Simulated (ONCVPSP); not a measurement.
zirconium, ONCV: configuration errors across variants

```json
{
 "Element": "zirconium (Zr)",
 "Generator": "ONCVPSP 4.0.1",
 "Type": "optimised norm-conserving Vanderbilt (ONCV)",
 "Functional": "LDA (Perdew-Wang 92)",
 "Relativity": "scalar-relativistic",
 "Frozen core": "[Ar] 3d10",
 "Valence charge": "12",
 "Reference configuration": "4s2 4p6 4d2 5s1.75 5p0.25",
 "Partial waves": "4s+5s: rc 2.00 bohr, ncon 4, nbas 7, qcut 7.1 1/bohr, 2 projectors; 4p+5p: rc 2.45 bohr, ncon 4, nbas 8, qcut 6.5 1/bohr, 2 projectors; 4d: rc 1.80 bohr, ncon 3, nbas 7, qcut 6.3 1/bohr, 2 projectors, debl 0.6 Ha",
 "Local potential": "polynomial inside 1.30 bohr (lpopt 5, dvloc0 1 Ha)",
 "Core correction": "Teter function, fcfact 2.75, rcfact 1.75"
}
```

All-electron excitation energies from the reference (eV): (1) 4s2 4p6 4d2 5s2 5p0 -0.764; (2) 4s2 4p6 4d2 5s1 5p0 6.581; (3) 4s2 4p6 4d2 5s0 5p0 19.815; (4) 4s1 4p6 4d2 5s2 5p0 59.812.

Errors AE − PS in meV (a dash: test not solved or not reliable):

| change | (1) | (2) | (3) | (4) | bound ghosts | GHOST(+) flags above zero |
| --- | --- | --- | --- | --- | --- | --- |
| base | 0.0 | -1.3 | -5.9 | -139 | none | s |
| all radii but the core radius scaled by about 0.78 (s 1.56, p 1.92, d 1.42 bohr); local potential polynomial inside 1.02 bohr (lpopt 5, dvloc0 1 Ha) | +0.1 | -1.1 | -3.9 | -31 | none | s |
| all radii but the core radius scaled by about 0.86 (s 1.72, p 2.10, d 1.54 bohr); local potential polynomial inside 1.12 bohr (lpopt 5, dvloc0 1 Ha) | +0.1 | -1.2 | -4.4 | -55 | none | s |
| all radii but the core radius scaled by about 0.96 (s 1.92, p 2.34, d 1.72 bohr); local potential polynomial inside 1.24 bohr (lpopt 5, dvloc0 1 Ha) | 0.0 | -1.3 | -5.4 | -110 | none | s |
| all radii but the core radius scaled by about 1.13 (s 2.26, p 2.76, d 2.02 bohr); local potential polynomial inside 1.46 bohr (lpopt 5, dvloc0 1 Ha) | 0.0 | -1.5 | -7.0 | -213 | none | none |
| all radii but the core radius scaled by about 1.20 (s 2.40, p 2.94, d 2.16 bohr); local potential polynomial inside 1.56 bohr (lpopt 5, dvloc0 1 Ha) | 0.0 | -1.6 | -7.7 | -262 | none | none |
| all radii but the core radius scaled by about 1.30 (s 2.60, p 3.18, d 2.34 bohr); local potential polynomial inside 1.68 bohr (lpopt 5, dvloc0 1 Ha) | 0.0 | -1.7 | -9.1 | -381 | none | none |

Q: Give the same row for: all radii but the core radius scaled by about 1.07 (s 2.14, p 2.62, d 1.92 bohr); local potential polynomial inside 1.40 bohr (lpopt 5, dvloc0 1 Ha).

A: 0.0, -1.4, -6.5, -184; bound ghosts: none; GHOST(+) flags above zero: none.
